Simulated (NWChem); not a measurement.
Molecule: Si$_{2}$H$_{3}$, doublet; SMILES [Si][SiH3]

All runs: NWChem. Spin-unrestricted. In the optimisation the excess spin sits in a" (Cs, its own frame). Structure relaxed at the PBE0/def2-SVP, spin-unrestricted level. No stability test was run on the SCF state. B3LYP is NWChem's, with the RPA form of VWN correlation. Level: B3LYP/def2-SVP with SMD (1 M gas to 1 M solution), gas-phase geometry. Reactions with the solvent are ignored.

```csv
solvent,dielectric constant,solvation free energy (kcal/mol),cavity-dispersion-structure term (kcal/mol),dipole in solution (D)
water,78.4,0.2,1.6,0.32
diethyl ether,4.24,-2.3,-1.2,0.31
1-octanol,9.86,-2.0,-0.6,0.32
ethanol,24.9,-2.3,-0.9,0.32
1-propanol,20.5,-2.2,-0.8,0.32
```
